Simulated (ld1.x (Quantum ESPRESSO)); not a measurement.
# Before and after: TM potential for krypton

krypton, norm-conserving Troullier–Martins (Kleinman–Bylander form), made with ld1.x (Quantum ESPRESSO) 7.5 (PBEsol, scalar-relativistic). Core [Ar], reference 3d10 4s2 4p4 (charge +2). Waves: 4s (bound): rc 1.30 bohr; 4p (bound): rc 1.50 bohr; 3d (bound): rc 0.80 bohr; 4f channel at 0.2 Ry: rc 1.60 bohr. Local part: all-electron potential smoothed inside 0.75 bohr (lloc = -2). Core correction: none.

Change: wave 4s (bound): rc 1.30 bohr becomes 4s (bound): rc 0.88 bohr.

Cutoffs: the cutoffs (Ry, on a coarse ladder) from which the occupation-weighted sum of valence levels, in a spherical-Bessel basis at the reference potential, stays within 10 and 1 mRy of its value at 400 Ry; they do not see the model core or the augmentation charge, which bear on the density cutoff. Errors are all-electron minus pseudo energies relative to the spin-unpolarised reference configuration.

Question: What does the change do?

Answer: Both files keep a bound ghost (s); of the 7 tests that both files solve, the error grows in 2 and shrinks in 5 by more than 15 % and 0.3 meV (median size 24.8 → 10.6 meV); the range in which the s phases agree narrows (upper end at the end of the scan → 3.6).

```tsv
quantity	base	changed
cutoff, loose	over 300 Ry	over 300 Ry
cutoff, tight	over 300 Ry	over 300 Ry
loose cutoff by channel (10 mRy a level)	s 45 Ry, p 25 Ry, d over 300 Ry	s 300 Ry, p 25 Ry, d over 300 Ry
bound ghosts	s	s
error for 3d10 4s2 4p6, meV [ΔE -39.46 eV]	+36	+28
error for 3d10 4s2 4p5, meV [ΔE -25.18 eV]	+14	+11
error for 3d10 4s2 4p3, meV [ΔE 37.09 eV]	+5.0	-0.8
error for 3d10 4s2 4p5.5, meV [ΔE -33.61 eV]	+25	+19
error for 3d10 4s1 4p6, meV [ΔE -10.67 eV]	+4.6	+9.4
error for 3d9 4s2 4p6, meV [ΔE 54.41 eV]	-985	-1410
error for 3d10 4s2 4p2, meV [ΔE 86.93 eV]	+33	+2.4
s: phases at 1.75 bohr within 0.05 rad from the reference energy up to (Ry; the scan ends near 5)	to the end of the scan	3.6
p: phases at 1.75 bohr within 0.05 rad from the reference energy up to (Ry; the scan ends near 5)	1.1	1.1
d: phases at 1.75 bohr within 0.05 rad from the reference energy up to (Ry; the scan ends near 5)	-0.5	-0.5
f: phases at 1.75 bohr within 0.05 rad from the reference energy up to (Ry; the scan ends near 5)	to the end of the scan	to the end of the scan
```

 A true bound ghost makes a file unfit for plane-wave use even where its test errors are small: the radial tests pick states by their node count and pass the ghost by.
